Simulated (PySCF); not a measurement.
C₃H₈FInO (SMILES CC[O][In]([CH3])[F]), singlet, at a GFN2-xTB geometry (such geometries of metal compounds can be far from the true shape) (core potentials on In); DF-PBE0/def2-SV(P) run with PySCF.

Input for PySCF:
```python
from pyscf import gto, scf, dft

mol = gto.M(
    atom='''
In   -0.26888226    0.44760758    0.13048271
F    -1.46067730    0.00827457   -1.41306049
C    -0.57844246    2.24914700    1.39207269
H    -1.51628491    2.12291922    1.92163401
H    -0.61750164    3.10819930    0.73171343
H     0.26629599    2.29187183    2.06901239
O     1.27259489   -0.72642994    0.59090155
C     1.69188648   -1.91642219   -0.01662649
C     0.84086515   -2.32784653   -1.21267432
H     2.73419876   -1.78091593   -0.33947732
H     1.66596569   -2.71266329    0.74125426
H     0.86556566   -1.53561985   -1.96588177
H     1.21173788   -3.25405503   -1.64720020
H    -0.19526531   -2.46480899   -0.89100668
''',
    basis='def2-sv(p)',
    ecp={'In': 'def2-sv(p)'},
    verbose=4,
    max_memory=1800,
)

mf = dft.RKS(mol)
mf.xc = 'pbe0'
mf = mf.density_fit(auxbasis='def2-universal-jkfit')
mf.kernel()
```

### Question
Predict the main parts of the log of this PySCF run.

### Answer

```
PySCF version 2.14.0

[INPUT] verbose = 4
[INPUT] num. atoms = 14
[INPUT] num. electrons = 64
[INPUT] charge = 0
[INPUT] spin (= nelec alpha-beta = 2S) = 0
[INPUT] symmetry False subgroup None
[INPUT] Mole.unit = angstrom
[INPUT] Symbol           X                Y                Z      unit          X                Y                Z       unit  Magmom
[INPUT]  1 In    -0.268882260000   0.447607580000   0.130482710000 AA   -0.508113831154   0.845855737479   0.246576585891 Bohr   0.0
[INPUT]  2 F     -1.460677300000   0.008274570000  -1.413060490000 AA   -2.760280053369   0.015636671099  -2.670297323544 Bohr   0.0
[INPUT]  3 C     -0.578442460000   2.249147000000   1.392072690000 AA   -1.093097828220   4.250271843887   2.630636129587 Bohr   0.0
[INPUT]  4 H     -1.516284910000   2.122919220000   1.921634010000 AA   -2.865363206711   4.011735910375   3.631361990550 Bohr   0.0
[INPUT]  5 H     -0.617501640000   3.108199300000   0.731713430000 AA   -1.166908981070   5.873645417565   1.382737984366 Bohr   0.0
[INPUT]  6 H      0.266295990000   2.291871830000   2.069012390000 AA    0.503226489170   4.331010071306   3.909866765432 Bohr   0.0
[INPUT]  7 O      1.272594890000  -0.726429940000   0.590901550000 AA    2.404855809621  -1.372753635284   1.116642096081 Bohr   0.0
[INPUT]  8 C      1.691886480000  -1.916422190000  -0.016626490000 AA    3.197202081054  -3.621513078139  -0.031419512513 Bohr   0.0
[INPUT]  9 C      0.840865150000  -2.327846530000  -1.212674320000 AA    1.589004841191  -4.398992401719  -2.291622343093 Bohr   0.0
[INPUT] 10 H      2.734198760000  -1.780915930000  -0.339477320000 AA    5.166886826525  -3.365443358575  -0.641519160301 Bohr   0.0
[INPUT] 11 H      1.665965690000  -2.712663290000   0.741254260000 AA    3.148218887022  -5.126190686262   1.400767540067 Bohr   0.0
[INPUT] 12 H      0.865565660000  -1.535619850000  -1.965881770000 AA    1.635682040228  -2.901900947946  -3.714978138575 Bohr   0.0
[INPUT] 13 H      1.211737880000  -3.254055030000  -1.647200200000 AA    2.289852727961  -6.149272800963  -3.112757250329 Bohr   0.0
[INPUT] 14 H     -0.195265310000  -2.464808990000  -0.891006680000 AA   -0.368997957528  -4.657813940466  -1.683758600358 Bohr   0.0

nuclear repulsion = 347.864645297331
number of shells = 56
number of NR pGTOs = 213
number of NR cGTOs = 112
basis = def2-sv(p)
ecp = {'In': 'def2-sv(p)'}

******** <class 'pyscf.df.df_jk.DFRKS'> ********
method = DFRKS
initial guess = minao
damping factor = 0
level_shift factor = 0
DIIS = <class 'pyscf.scf.diis.CDIIS'>
diis_start_cycle = 1
diis_space = 8
diis_damp = 0
SCF conv_tol = 1e-09
SCF conv_tol_grad = None
SCF max_cycles = 50
direct_scf = False
XC library pyscf.dft.libxc version 7.1.2
    S. Lehtola, C. Steigemann, M. J. T. Oliveira, and M. A. L. Marques,  SoftwareX 7, 1–5 (2018)
XC functionals = pbe0
    C. Adamo and V. Barone,  J. Chem. Phys. 110, 6158 (1999)
    M. Ernzerhof and G. E. Scuseria,  J. Chem. Phys. 110, 5029 (1999)
radial grids:
    Treutler-Ahlrichs [JCP 102, 346 (1995); DOI:10.1063/1.469408] (M4) radial grids

becke partition: Becke, JCP 88, 2547 (1988); DOI:10.1063/1.454033
pruning grids: <function nwchem_prune>
grids dens level: 3
symmetrized grids: False
atomic radii adjust function: <function treutler_atomic_radii_adjust>
small_rho_cutoff = 0
Set gradient conv threshold to 3.16228e-05
Initial guess from minao.
tot grids = 171040
******** <class 'pyscf.df.df.DF'> ********
auxbasis = def2-universal-jkfit
init E= -462.651446107033
  HOMO = -0.593104958446454  LUMO = -0.577732997769348  gap/eV = 0.41829
cycle= 1 E= -482.635246162002  delta_E=  -20  |g|=  2.1  |ddm|= 12.7
  HOMO = 0.0102728245516814  LUMO = 0.0186682454391031  gap/eV = 0.22845
cycle= 2 E= -479.522354879081  delta_E= 3.11  |g|=    4  |ddm|= 17.9
  HOMO = -0.237025657027678  LUMO = -0.0580313205675935  gap/eV = 4.87068
cycle= 3 E= -483.682558629569  delta_E= -4.16  |g|= 0.725  |ddm|=   17
  HOMO = -0.265745656707509  LUMO = -0.0639837682242955  gap/eV = 5.49022
cycle= 4 E= -483.72649000626  delta_E= -0.0439  |g|= 0.594  |ddm|= 1.05
  HOMO = -0.269678760503284  LUMO = -0.0492775408867558  gap/eV = 5.99742
cycle= 5 E= -483.786565317297  delta_E= -0.0601  |g|= 0.0903  |ddm|= 0.462
  HOMO = -0.277315115654068  LUMO = -0.0487929425304531  gap/eV = 6.21841
cycle= 6 E= -483.787764456562  delta_E= -0.0012  |g|= 0.0479  |ddm|= 0.106
  HOMO = -0.269947894661574  LUMO = -0.0492549831424227  gap/eV = 6.00536
cycle= 7 E= -483.788194957592  delta_E= -0.000431  |g|= 0.0132  |ddm|= 0.0499
  HOMO = -0.271874939694645  LUMO = -0.0495922583076062  gap/eV = 6.04862
cycle= 8 E= -483.788235494777  delta_E= -4.05e-05  |g|= 0.00271  |ddm|= 0.0148
  HOMO = -0.271725672919798  LUMO = -0.049617043773888  gap/eV = 6.04388
cycle= 9 E= -483.7882372521  delta_E= -1.76e-06  |g|= 0.000642  |ddm|= 0.00298
  HOMO = -0.271755107858641  LUMO = -0.0495855294231318  gap/eV = 6.04554
cycle= 10 E= -483.788237345476  delta_E= -9.34e-08  |g|= 0.00034  |ddm|= 0.00104
  HOMO = -0.271747966636728  LUMO = -0.0496066468374521  gap/eV = 6.04477
cycle= 11 E= -483.788237379701  delta_E= -3.42e-08  |g|= 5.59e-05  |ddm|= 0.000396
  HOMO = -0.271742112162182  LUMO = -0.0496001222738634  gap/eV = 6.04479
cycle= 12 E= -483.788237380364  delta_E= -6.62e-10  |g|= 1.07e-05  |ddm|= 6.53e-05
  HOMO = -0.271742603417308  LUMO = -0.0496021800425416  gap/eV = 6.04475
Extra cycle  E= -483.788237380399  delta_E= -3.5e-11  |g|= 8.37e-06  |ddm|= 3.08e-05
converged SCF energy = -483.788237380399
```
